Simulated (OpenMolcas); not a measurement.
Pd3+ (d7) on a cation site of an ionic host was computed by SS-CASPT2, IPEA 0.25 Eh, imaginary shift 0.1 Eh with the d shell active (OpenMolcas, ANO-RCC-VTZP on the metal). Its lowest spin-free states, and all those of the highest spin:

```
2S+1  Degeneracy  E (cm-1)
   2           2         0
   4           3     15990
   2           3     19630
   2           3     21120
   2           3     21410
   2           3     29150
   2           1     37990
   4           3     41420
   2           3     42180
   2           2     42500
   2           3     43980
   2           3     44680
   4           3     47180
   4           1     68380
```

Task: Is the site octahedral, tetrahedral or cube-like, axial, or of lower symmetry?

Result: The states with 2S+1 = 4 have orbital degeneracies 3, 3, 3, 1. Threefold states need a cubic site. For d7 at this spin an octahedron puts the threefold T1 below the threefold T2 and a tetrahedron or cube puts the single A2 below the threefold T2, so the site is octahedral. The run had Pd3+ with its 6 nearest oxide ions at 2.128 Å, on the Mg site of MgO (a = 4.2112 Å, distance in the model lattice 2.106 Å). The rest of the host is ab initio model potentials to 7.6 Å, with orthogonalisation functions on the cations behind the ligands, and point charges beyond; the distance is set by hand and nothing relaxes, and no local charge compensation is placed. Ligand basis ANO-RCC-VDZP.

Roots that are degenerate in the reference are averaged as groups; the widest CASPT2 spread within a group is 1600 cm-1 (the 3-fold group of multiplicity 2 near 44700 cm-1 above the lowest state of its run). Shifts and gaps below about the spread of the groups concerned are not significant. Over all roots computed the reference weight is 0.60 to 0.67; the roots of lowest weight are the least certain, and an intruder state may touch them. An orbital doublet at a regular site is open to a Jahn-Teller distortion, which this geometry leaves out. The least metal-like active orbital is 66 % on the metal (Löwdin) and no ligand orbital is active, so the numbers are rough, and ground spin, moment and any spin crossover can be artefacts of this space; highly charged d ions in such sites are as a rule low spin. Ligand-to-metal charge-transfer states are missing. With no ligand orbital active B as a rule stays too high, so bands that hang on it stand too high and its fall with covalency is understated. With one d shell and no ligand orbital active, 10Dq can be off by a tenth or more. No measured value stands beside these numbers; the geometry was set by hand and not optimised.
